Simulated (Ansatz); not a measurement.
# Molecular dynamics of CH4BOSb

Input file:

```yaml
crystal:
  periodic: [false, false, false]
  atoms:
    - { symbol: B, position_ang: [-0.429062, 0.609416, -0.741917] }
    - { symbol: C, position_ang: [0.505115, 0.29298, 0.468761] }
    - { symbol: O, position_ang: [0.511908, -1.115671, 0.647451] }
    - { symbol: Sb, position_ang: [-0.607707, -1.5356, -1.235041] }
    - { symbol: H, position_ang: [-0.778728, 1.662119, -1.202146] }
    - { symbol: H, position_ang: [0.360362, 0.8354, 1.420464] }
    - { symbol: H, position_ang: [1.50948, 0.599928, 0.085997] }
    - { symbol: H, position_ang: [-0.979268, -1.405673, 0.500634] }
basis:
  gaussian: { orbitals: def2-SVP }
hamiltonian:
  xc: cam_b3lyp
  dispersion: d4
md:
  timestep: 0.5
  n_steps: 200
  ensemble: nve
  temperature: 300.0
  initial_velocities: maxwell_boltzmann
  seed: 3805
```

Command:

```bash
$ ansatz run input.yaml --threads 2 --pin off --max-ram 3072MiB --backend cpu --events-out ev --progress --plain --runs-dir out
```

It starts at the highest image of a converged band, a first-order saddle point between two minima.

Output, in part (step lines, the closing report, with atoms numbered from 0):

```
md step     0: t =     0.00 fs  T =   300.0 K  F+E_penalty+E_count = -10354.83482560 eV  E_kin = 0.232668 eV  conserved = -10354.60215760 eV  (31 SCF iters)
[... lines left out ...]
Total energy: -10355.57330533 eV, -380.5602997110 hartree
Atom 0 at    -0.329924     0.709443    -0.748826 Å, force     0.038273     0.607585    -0.076853 eV/Å
Atom 1 at     0.462659     0.328340     0.549619 Å, force    -0.339858    -0.788320    -0.447601 eV/Å
Atom 2 at     0.570977    -1.095595     0.397538 Å, force    -0.129362    -0.520854     0.896062 eV/Å
Atom 3 at    -0.605274    -1.551176    -1.201813 Å, force    -0.575248     0.943724    -0.838037 eV/Å
Atom 4 at    -0.544884     1.846602    -1.127283 Å, force    -0.164882    -0.395749    -0.173664 eV/Å
Atom 5 at    -0.116023     0.540196     1.482674 Å, force     0.246958     0.361657    -0.244928 eV/Å
Atom 6 at     1.470654     0.810823     0.623249 Å, force    -0.380890    -0.167526     0.134146 eV/Å
Atom 7 at    -2.486571    -1.437107    -1.110133 Å, force     1.305010    -0.040516     0.750874 eV/Å
Dipole moment:    -0.103213     0.217179    -0.157050 e Å
```

The steps, from the saved trajectory:

```
time (fs)  T (K)  potential energy less start (eV)  conserved less start (meV/atom)
      0.0    300                             0.000                             0.00
      3.0    245                             0.043                             0.05
      6.0    317                            -0.012                             0.09
      9.0    696                            -0.307                             0.03
     12.0   1164                            -0.670                             0.01
     15.0   1546                            -0.967                            -0.08
     18.0   1510                            -0.939                            -0.06
     21.0   1203                            -0.700                             0.03
     24.0   1058                            -0.588                             0.02
     27.0   1054                            -0.585                            -0.05
     30.0    794                            -0.383                            -0.07
     33.0    382                            -0.062                             0.13
     36.0    564                            -0.205                            -0.04
     39.0    752                            -0.351                            -0.02
     42.0    860                            -0.434                             0.02
     45.0   1122                            -0.637                             0.02
     48.0   1523                            -0.949                            -0.05
     51.0   1690                            -1.079                            -0.10
     54.0   1374                            -0.833                            -0.02
     57.0    886                            -0.454                             0.02
     60.0    523                            -0.172                             0.07
     63.0    536                            -0.182                             0.06
     66.0    840                            -0.419                            -0.01
     69.0   1132                            -0.645                             0.03
     72.0   1417                            -0.867                            -0.09
     75.0   1312                            -0.785                            -0.04
     78.0   1021                            -0.559                             0.03
     81.0    905                            -0.469                             0.02
     84.0    869                            -0.442                            -0.06
     87.0    608                            -0.239                             0.04
     90.0    533                            -0.180                             0.06
     93.0    766                            -0.362                            -0.01
     96.0    950                            -0.504                             0.01
     99.0   1164                            -0.670                             0.02
```

The run went to its last step. The conserved energy stayed within 0.13 meV per atom of its start (net change 0.0077 meV per atom), so the integration is sound. The system heated up, since it started high on the potential surface and ran downhill. A run of 0.1 ps of so small a system gives no equilibrium averages. The orbitals stay closed-shell, which can raise the energy where a bond breaks towards radicals; this wasn't checked here.

The step under study would form O3–H8 and break Sb4–H8. These pairs go: O3–H8 1.53 → 3.43 Å, Sb4–H8 1.78 → 1.89 Å. In the last frame they stand as before the step (other bonds may differ from the relaxed reactants and products). It ends as one piece, CH4BOSb. Pairs count as bonded within 1.25 times the sum of covalent radii (0.12 Å more for H–H).

Last frame:

```xyz
8
Properties=species:S:1:pos:R:3
B -0.330 0.709 -0.749
C 0.463 0.328 0.550
O 0.571 -1.096 0.398
Sb -0.605 -1.551 -1.202
H -0.545 1.847 -1.127
H -0.116 0.540 1.483
H 1.471 0.811 0.623
H -2.487 -1.437 -1.110
```

The run took 8.6 min on 2 threads of Arm Neoverse V1, with other jobs on the host, peak memory 0.21 GiB.
